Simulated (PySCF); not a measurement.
H2P (SMILES [PH2]), doublet, at a GFN2-xTB geometry. Base run: HF/cc-pVDZ in PySCF.

PySCF was given this input:
```python
from pyscf import gto, scf

mol = gto.M(
    atom='''
P     0.00300800   -0.00080054    0.11434732
H    -0.02238001    1.00221204   -0.85063528
H    -0.02274002   -0.99020401   -0.86457453
''',
    basis='cc-pvdz',
    spin=1,
    verbose=4,
)

mf = scf.UHF(mol)
mf.kernel()
mo_i, mo_e, stable_i, stable_e = mf.stability(internal=True, external=True, return_status=True, nroots=6, tol=1e-6)
print('internally stable:', stable_i, ' externally stable:', stable_e)
if not stable_i:
    umf = mf.copy()
    umf.scf_summary = {}
    umf.kernel(umf.make_rdm1(mo_i, mf.mo_occ))
```

The bond that is stretched is that between atoms 2 and 1. A test that says stable can miss a lower solution.

The base run was repeated with changes; each row names its change, and settings that it needs were set with it.

```tsv
change	ΔE vs base (kcal/mol)	<S^2>	E after following the instability (Eh)	<S^2> there	stability test says
base	0.000	0.764	-	-	stable
bond × 1.25	16.15	0.773	-	-	stable
bond × 1.5	48.07	0.792	-341.80652	1.23	internal instability
bond × 1.8	83.0	0.768	-341.77430	1.58	internal instability
bond × 2.2	119.1	0.765	-341.76764	1.73	internal instability
bond × 3.0	161.7	0.763	-341.78504	1.77	internal instability
```

On stretching, the SCF can end on different states; <S^2> shows the spin contamination of each.
